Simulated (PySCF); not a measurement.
BrSi, charge +1, multiplicity 1.

```xyz
2

Si     0.0000     0.0000    -1.5160
Br     0.0000     0.0000     0.6064
```
Charge +1, spin multiplicity 1.

Geometry: B3LYP-D3(BJ)/def2-TZVP. The spin state was assumed, not searched.

Level of theory: PBE0/pcSseg-2 (PySCF). Non-relativistic, no solvent.

Task: Give the absolute GIAO shielding of each atom: isotropic value and principal components (ppm). (Estimate from the structure and the level; the computed values follow.)

Result: 
```csv
atom,σ(iso),σ11,σ22,σ33,span
Si1,36.5,-383.7,-383.7,876.8,1260.6
Br2,849.9,-288.3,-288.3,3126.3,3414.6
```
